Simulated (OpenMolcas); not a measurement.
Mo III: input and output

Input:

```
&GATEWAY
Coord
1

Mo 0.0 0.0 0.0
Basis=ANO-RCC-VQZP
Group=XYZ
NoMove
AngMom=0.0 0.0 0.0
AMFI
&SEWARD
&RASSCF
FileOrb=start.orb
Symmetry=1
Spin=5
nActEl=4 0 0
Inactive=9 9
Ras2=5 0
CIRoot=5 5 1
SDav=5
CIMx=300
Iter=120 100
PrWF=0.3
OrbListing=Nothing
MaxOrb=0
Atom
>>> COPY $Project.JobIph JOB001
&RASSCF
FileOrb=start.orb
Symmetry=1
Spin=3
nActEl=4 0 0
Inactive=9 9
Ras2=5 0
CIRoot=45 45 1
SDav=45
CIMx=300
Iter=120 100
PrWF=0.3
OrbListing=Nothing
MaxOrb=0
Atom
>>> COPY $Project.JobIph JOB002
&RASSCF
FileOrb=start.orb
Symmetry=1
Spin=1
nActEl=4 0 0
Inactive=9 9
Ras2=5 0
CIRoot=50 50 1
SDav=50
CIMx=300
Iter=120 100
PrWF=0.3
OrbListing=Nothing
MaxOrb=0
Atom
>>> COPY $Project.JobIph JOB003
&RASSI
NrOfJobIphs=3 5 45 50
1 2 3 4 5
1 2 3 4 5 6 7 8 9 10 11 12 13 14 15 16 17 18 19 20 21 22 23 24 25 26 27
28 29 30 31 32 33 34 35 36 37 38 39 40 41 42 43 44 45
1 2 3 4 5 6 7 8 9 10 11 12 13 14 15 16 17 18 19 20 21 22 23 24 25 26 27
28 29 30 31 32 33 34 35 36 37 38 39 40 41 42 43 44 45 46 47 48 49 50
IphNames
JOB001
JOB002
JOB003
EJob
SpinOrbit
DIPRint=1.0
SOCoupling=1000.0
Subsets=2
MEES
Property=10
'ANGMOM' 1 'ANGMOM' 2 'ANGMOM' 3 'MLTPL  1' 1 'MLTPL  1' 2 'MLTPL  1' 3
'AMFI' 1 'AMFI' 2 'AMFI' 3 'MLTPL  2' 6
SOProperty=3
'ANGMOM' 1 'ANGMOM' 2 'ANGMOM' 3
```

Launched by
```bash
OMP_NUM_THREADS=1 MOLCAS_MEM=2252 MOLCAS_PROJECT=a pymolcas a.inp > a.log  # once for each step of the input, in one work folder
```

A driver script runs the steps one by one and writes start.orb anew before each from the orbitals found so far.

Output, cut to the results:

```
--- SEWARD ---
Basis set label: MO.ANO-RCC...8S7P5D3F2G1H.

      Electronic valence basis set:
      ------------------
      Associated Effective Charge  42.000000 au
      Associated Actual Charge     42.000000 au
      Nuclear Model: Point charge

      Shell  nPrim  nBasis  Cartesian Spherical Contaminant
         s      21       8        X
         p      18       7        X
         d      13       5                 X
         f       6       3                 X
         g       4       2                 X
         h       2       1                 X
                  Relativistic Douglas-Kroll-Hess integrals:
                    - DKH order of Hamiltonian: 2
                    - DKH order of Properties : 0
                  Atomic mean-field integrals
--- RASSCF ---
Wave function specifications:
      -----------------------------

      Number of closed shell electrons          36
      Number of electrons in active shells       4
      Max number of holes in RAS1 space          0
      Max nr of electrons in RAS3 space          0
      Number of inactive orbitals               18
      Number of active orbitals                  5
      Number of secondary orbitals              81
      Spin quantum number                      2.0
      State symmetry                             1
Orbital specifications:
      -----------------------

      Symmetry species                           1   2
                                                ag  au
      Frozen orbitals                            0   0
      Inactive orbitals                          9   9
      Active orbitals                            5   0
      RAS1 orbitals                              0   0
      RAS2 orbitals                              5   0
      RAS3 orbitals                              0   0
      Secondary orbitals                        37  44
      Deleted orbitals                           0   0
      Number of basis functions                 51  53
      Number of CSFs                             5
      Number of root(s) required                 5
      Iter CI   SX   CI       RASSCF       Energy    max ROT     max BLB   max BLB  Level Ln srch  Step   QN
          iter iter root      energy       change     param      element    value   shift minimum  type update
 Nr of preliminary CI iterations:   1
      Total energies have been shifted. Add                -4000.00 au
        1   1   11    0   -44.84907576    0.00E+00   1.46E-01*   7  13 2 -1.01E-01*  0.00   0.00    SX    NO
        2   1   12    0   -44.90429738   -5.52E-02*  4.62E-02    8  14 2  8.51E-02*  0.00   0.00    SX    NO
        3   1   11    0   -44.90987075   -5.57E-03*  2.97E-02    7  13 2 -3.60E-02*  0.00   0.00    SX    NO
        4   1   11    0   -44.91166636   -1.80E-03*  1.64E-02    9  15 2  2.20E-02*  0.00   0.00    SX    NO
        5   1   11    0   -44.91219422   -5.28E-04*  5.95E-03    7  13 2 -1.20E-02*  0.00   0.63    QN   YES
        6   1    9    0   -44.91246389   -2.70E-04*  2.59E-04    7  13 2 -3.71E-04*  0.00   1.04    QN   YES
        7   1    6    0   -44.91246429   -3.96E-07*  2.46E-06    8  14 2  1.60E-05   0.00   1.00    QN   YES
        8   1    4    0   -44.91246429   -3.87E-10   7.74E-07    7  13 2  2.81E-06   0.00   1.22    QN   YES
      Convergence after  8 iterations
        9   1    4    0   -44.91246429   -1.96E-11   7.74E-07    8  20 2  2.30E-07   0.00   1.22    QN   YES
      Natural orbitals and occupation numbers for root  1
      sym 1:  -0.000000   1.000000   1.000000   1.000000   1.000000
      Natural orbitals and occupation numbers for root  2
      sym 1:   1.000000   1.000000   1.000000   0.000000   1.000000
      Natural orbitals and occupation numbers for root  3
      sym 1:   1.000000   0.000000   1.000000   1.000000   1.000000
::    RASSCF root number  1 Total energy:  -4044.91246429
::    RASSCF root number  2 Total energy:  -4044.91246429
::    RASSCF root number  3 Total energy:  -4044.91246429
::    RASSCF root number  4 Total energy:  -4044.91246429
::    RASSCF root number  5 Total energy:  -4044.91246429
--- RASSCF ---
Wave function specifications:
      -----------------------------

      Number of closed shell electrons          36
      Number of electrons in active shells       4
      Max number of holes in RAS1 space          0
      Max nr of electrons in RAS3 space          0
      Number of inactive orbitals               18
      Number of active orbitals                  5
...
--- RASSI ---
SPIN-FREE ENERGIES:
  (Shifted by EMIN (a.u.) =      -4044.9124642892)

 SF State       Relative EMIN(au)   Rel lowest level(eV)    D:o, cm**(-1)      L_eff

     1             0.0000000000        0.0000000000              0.0000         2.0
     2             0.0000000000        0.0000000000              0.0000         2.0
     3             0.0000000000        0.0000000000              0.0000         2.0
     4             0.0000000000        0.0000000000              0.0000         2.0
     5             0.0000000000        0.0000000000              0.0000         2.0
     6             0.0695702089        1.8931018262          15268.8960         5.0
     7             0.0695702089        1.8931018262          15268.8960         5.0
     8             0.0695702089        1.8931018262          15268.8960         5.0
     9             0.0695702089        1.8931018262          15268.8960         5.0
    10             0.0695702089        1.8931018262          15268.8960         5.0
    11             0.0695702089        1.8931018262          15268.8960         5.0
    12             0.0695702089        1.8931018262          15268.8960         5.0
    13             0.0695702089        1.8931018262          15268.8960         5.0
    14             0.0695702089        1.8931018262          15268.8960         5.0
    15             0.0695702089        1.8931018262          15268.8960         5.0
    16             0.0695702089        1.8931018262          15268.8960         5.0
    17             0.0781257708        2.1259105263          17146.6248         1.0
    18             0.0781257708        2.1259105263          17146.6248         1.0
    19             0.0781257708        2.1259105263          17146.6248         1.0
    20             0.0798754628        2.1735220700          17530.6378         3.0
    21             0.0798754628        2.1735220700          17530.6378         3.0
...
```

Levels above the lowest, from the spin-orbit matrix, grouped by J:

```csv
Configuration,Term,J,E (cm-1),Measured (cm-1),Term weight %,Second
4d4,5D,0,0.0,0.0,99,
4d4,5D,1,219,242,99,
4d4,5D,2,622,668,100,
4d4,5D,3,1168,1224,100,
4d4,5D,4,1824,1872,99,
4d4,3H,4,15780,12680,94,3 3G
4d4,3P(1),0,16175,11149,97,2 1S(1)
4d4,3H,5,16270,13276,97,3 3G
4d4,3H,6,16747,13811,99,
4d4,3P(1),1,17410,12510,99,
4d4,3F(1),3,18278,13948,76,23 3G
4d4,3F(1),2,18363,13929,99,
4d4,3F(1),4,18517,14296,80,15 3G
4d4,3P(1),2,19317,14358,98,
4d4,3G,3,20155,15871,76,23 3F(1)
4d4,3G,4,20562,16283,80,15 3F(1)
4d4,3G,5,20863,16714,97,3 3H
4d4,1I,6,24178,20290,99,
4d4,3D,3,25412,19488,99,
4d4,3D,2,25561,19577,95,3 1D(1)
4d4,3D,1,25811,,99,
4d4,1G(1),4,25828,20612,94,3 3F(1)
4d4,1S(1),0,29544,22990,97,2 3P(1)
4d4,1D(1),2,31196,22806,96,3 3D
```

Against the 22 measured excited levels shown (Sugar and Musgrove, J. Phys. Chem. Ref. Data 17, 155 (1988)) the mean absolute deviation is 3900 cm-1; the largest miss in energy is 4d4 1D2(1): computed 31196, measured 22806 cm-1 (+36.8 %), and the largest in proportion 4d4 3P0(1) (+45.1 %).

Levels of configurations with an s electron are missing; early in the row they begin among the upper levels of the d shell and mix with terms of their name. Without dynamic correlation excited terms often stand tens of per cent too high (terms of higher spin than the ground term too low), and those without a measured partner can miss by more than the paired ones. Some levels mix across a computed gap that differs much from the measured one, so their mixing is not that of the real levels. Measured partners are found by configuration, term and J. A level has none where our copy of the source lacks it or the pairing is in doubt (some pairs that miss far off the trend of their configuration count as doubtful), and it then counts in no deviation. Only configurations of the active space appear. The table shows the lowest 24 of 34 levels.

The RASSCF and RASSI steps took 26 s on 1 thread of Arm Neoverse V2, with other jobs on the host; the integral step is not counted.

The term weight is that of the spin-free term in the level, not the purity of its configuration. A number in round brackets counts repeated terms of one configuration in the order of the reference energies.
